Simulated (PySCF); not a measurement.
Species: CH7BN2O.
Atom-mapped SMILES: `[NH2:1][B:2]([NH2:3])[CH2:4][OH:5]` (hydrogens: H6, H7 on N1; H8, H9 on N3; H10, H11 on C4; H12 on O5)

Theory: PBE0-D3(BJ)/def2-SVP geometry optimisation, gas phase (PySCF).

(1) List the bond lengths, angles and torsions at this level.

Answers

(1) 
| bond | length (Å) |
| --- | --- |
| N1–B2, B2–N3 | 1.414 |
| B2–C4 | 1.598 |
| C4–O5 | 1.419 |
| N1–H6 and 3 like bonds | 1.010 |
| C4–H10, C4–H11 | 1.108 |
| O5–H12 | 0.963 |

Bonds in one row agree within 0.01 Å and their mean is given. A selection of angles:
| angle | degrees |
| --- | --- |
| B2–N1–H6 | 124.3 |
| B2–N1–H7 | 122.3 |
| H6–N1–H7 | 113.4 |
| N1–B2–N3 | 123.4 |
| N1–B2–C4 | 120.3 |
| N3–B2–C4 | 116.2 |
| B2–N3–H8 | 118.6 |
| B2–N3–H9 | 125.7 |
| H8–N3–H9 | 114.8 |
| B2–C4–O5 | 113.7 |
| B2–C4–H10 | 108.6 |
| B2–C4–H11 | 111.5 |
| O5–C4–H10 | 106.1 |
| O5–C4–H11 | 111.4 |
| H10–C4–H11 | 104.9 |
| C4–O5–H12 | 106.8 |

Torsions: N1–B2–C4–O5 -164° (antiperiplanar); H12–O5–C4–B2 58° (synclinal). The mirror-image conformer, all signs reversed, is as good.

N1 (boron-bound nitrogen) is planar (angles 124.3°, 122.3° and 113.4°, sum 360.0°, 0.00 Å off the plane of its three neighbours). B2 (three-coordinate boron) is planar (angles 123.4°, 120.3° and 116.2°, sum 360.0°, 0.00 Å off the plane of its three neighbours). Of the pairs four or more bonds apart, O5···H8 is among the closest relative to their van der Waals radii: 2.42 Å, 89 % of the sum of Bondi's values.

Point group: C1 (no symmetry element, even within 0.4 Å). Stationary, but not proved a minimum. One conformer, not necessarily the lowest (N1–B2–C4–O5 -164°, B2–C4–O5–H 58°).

The run took 36 s on an Arm Neoverse V1 with one thread, no GPU (shared host), and the process peaked at 0.43 GiB of memory. These figures are those of the optimisation.
